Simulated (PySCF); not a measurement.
Peak assignment

Mapped SMILES: `[N:1]#[C:2][c:3]1[cH:4][cH:5][c:6]2[c:7]([cH:8]1)[C@H:9]([F:10])[CH2:11][CH2:12]2`. Each H is labelled by its parent atom. Ha(C11), Ha(C12) are cis to F10 on the ring; Hb(C11), Hb(C12) are trans to F10 on the ring.

PySCF 2.14 calculation with structure optimised with GFN2-xTB and shielding tensors at PBE0/pcSseg-1 (GIAO); single conformer, in vacuum, relativity neglected.

Chemical shifts δ = σref − σ; ¹³C (186.93 ppm) and ¹H (31.72 ppm) against TMS, all at this level.

Question: Assign these signals to the numbered atoms. ¹³C{¹H} NMR (computed): δ 153.2 (C), 149.3 (C), 140.5 (CH), 137.0 (CH), 130.9 (CH), 124.6 (C), 116.1 (C), 100.0 (CH), 36.8 (CH2), 33.2 (CH2).

Answer: 
```tsv
δ (ppm)	atoms	environment	reason
153.2	C6	substituted aromatic carbon	–
149.3	C7	substituted aromatic carbon	–
140.5	C4	aromatic CH	–
137.0	C8	aromatic CH	the aromatic region
130.9	C5	aromatic CH	–
124.6	C2	nitrile carbon	typical of a nitrile
116.1	C3	substituted aromatic carbon	–
100.0	C9	sp3 CH bonded to F, on an aromatic ring	pulled downfield by the heteroatom
36.8	C11	sp3 CH2 in a ring	saturated and bonded to C and H only
33.2	C12	sp3 CH2 on an aromatic ring	a saturated carbon with 2 carbon neighbours and no heteroatom attached
```

Question: Assign these signals to the numbered atoms. ¹H NMR (600 MHz, computed): δ 8.19 (m, 1H), 7.94 (d, 1H), 7.66 (d, 1H), 6.32 (m, 1H), 3.12 (m, 1H), 2.99 (m, 1H), 2.71 (m, 1H), 2.40 (m, 1H).

Answer: 
```tsv
δ (ppm)	atoms	environment	reason
8.19	H(C8)	hydrogen on an aromatic CH	it sits in the deshielding region of the aromatic ring current
7.94	H(C4)	hydrogen on an aromatic CH	–
7.66	H(C5)	hydrogen on an aromatic CH	–
6.32	H(C9)	hydrogen on an sp3 CH bonded to F, on an aromatic ring	its carbon carries F, an electronegative neighbour
3.12	Ha(C12)	hydrogen on an sp3 CH2 on an aromatic ring	benzylic-type position, deshielded by the ring
2.99	Hb(C12)	hydrogen on an sp3 CH2 on an aromatic ring	–
2.71	Hb(C11)	hydrogen on an sp3 CH2 in a ring	–
2.40	Ha(C11)	hydrogen on an sp3 CH2 in a ring	–
```

Splittings by ¹⁹F in the carbon and heteronuclear signals aren't shown, as no couplings were computed. Shifts are as computed. Against solution values, carbons near 30 ppm lie about +3 ppm off and those near 130 ppm about +5 ppm. Of 1211 compounds with measured shifts, 218 miss one by over three times the rms of a fit or turn the order of signals round; such compounds aren't used in these exercises. No couplings were computed; multiplicities are counted from neighbouring protons, with m where these are inequivalent, close in shift, in a saturated or five-membered ring or joined by F or P, and br s for small geminal =CH2 splittings.
